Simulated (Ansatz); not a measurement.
Consider the cleavage of the Si–Ge bond: `[F][GeH2][SiH2]S` + H₂Se → `S[SiH2][SeH]` + `[F][GeH3]`.

Calculated with Ansatz (gas phase, PBE0-D4/def2-TZVP geometries, no zero-point term in ΔE). CBS: MP2 limit from def2 TZ/QZ plus the TZ coupled-cluster correction, frozen cores. DFT in def2-TZVPP. B3LYP here is the variant with VWN-RPA as its local correlation; programs differ in this. For Ge, Se outer-core shells are correlated without core-valence functions, which leaves a few kJ/mol of doubt a bond. Scalar relativity is left out up to krypton. One conformer a species, not always the lowest.

Task: Is it downhill or uphill in electronic energy at CCSD(T)/CBS, and by how much? (Estimate.)

Result: The calculation gave: Downhill: ΔE = -13.0 kcal/mol.

Task: What do these levels give: r2SCAN-D4, ωB97X-V, B3LYP, MP2/def2-TZVPP, MP2/def2-QZVPP, CCSD/CBS(def2)? (Best estimate.)

Result: Computed: r2SCAN-D4 -12.2, ωB97X-V -12.4, B3LYP -11.6, MP2/def2-TZVPP -14.6, MP2/def2-QZVPP -15.0, CCSD/CBS(def2) -13.0 kcal/mol.

Largest T1 diagnostic among the species: 0.012.

From PBE to PBE0 (25 % exact exchange), in def2-TZVPP and without D4, ΔE moves by −1.1 kcal/mol.
